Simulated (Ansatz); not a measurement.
Ansatz (an electronic-structure program) input (r2SCAN/def2-TZVPD):

Ansatz 0.2 input:
```yaml
crystal:
  periodic: [false, false, false]
  atoms:
    - {symbol: Be, position_ang: [-0.00000000, -0.00000000, -1.47034744]}
    - {symbol: Cl, position_ang: [0.00000000, 0.00000000, 0.34596410]}
basis:
  gaussian:
    orbitals: def2-TZVPD
hamiltonian:
  xc: {name: r2SCAN}
total_charge: 1
```

End of the output:

```
integrals: 0.01 GiB planned
437 factors; their error is unknown
mean field: 0.12 GiB planned
mean field evaluation 1: about -12908.6039 eV, gradient 4.9e1 eV
mean field evaluation 2: about -12876.3051 eV, gradient 1.2e2 eV
mean field evaluation 4: about -12914.4114 eV, gradient 8.5e0 eV
mean field evaluation 8: about -12914.5984 eV, gradient 1.0e-1 eV
mean field -12914.59845295 eV, -474.6027393168 hartree, gradient 3.5e-5 eV, S^2 0.000000; 0 other end points of the search recorded, 0 dependent functions left out
reference -12914.59847180 eV, -474.6027400093 hartree; 10, 10 occupied and 58, 58 virtual orbitals, 437 factors
Total energy: -12914.59847180 eV, -474.6027400093 hartree
```

This state (charge 1, singlet) is run at the relaxed geometry of the species with charge 0 and multiplicity 2.
